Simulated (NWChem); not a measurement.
Molecule: C2H5NOSi; SMILES [SiH2]1C=NCO1

```xyz
10

C      1.2869    -0.3340     0.0000
N      0.5976    -1.4149     0.0000
C     -0.8383    -1.1915     0.0000
O     -1.2039     0.1909     0.0000
Si     0.1451     1.1804     0.0000
H      2.3747    -0.4192     0.0000
H     -1.2603    -1.6746     0.8901
H     -1.2603    -1.6746    -0.8901
H      0.2297     2.0456    -1.2070
H      0.2297     2.0456     1.2070
```
Atoms are numbered in this order, from 1.

All runs use the structure optimised with B3LYP/6-31G* (spherical d). B3LYP is NWChem's, with the RPA form of VWN correlation.

**Question.** Give the principal values of the shielding tensors (ppm) of C1, N2, C3, O4, Si5 from B3LYP/6-31G* (spherical d), GIAO (NWChem), with their diamagnetic and paramagnetic parts as GIAO splits them.

**Answer.** 
```tsv
atom	σ11	σ22	σ33	isotropic	diamagnetic	paramagnetic
C1	-67.0	19.2	135.6	29.3	254.8	-225.5
N2	-551.9	-148.6	229.8	-156.9	323.0	-480.0
C3	56.6	95.8	134.0	95.5	247.6	-152.1
O4	224.8	276.0	323.6	274.8	392.0	-117.3
Si5	358.4	374.7	507.1	413.4	882.0	-468.6
```
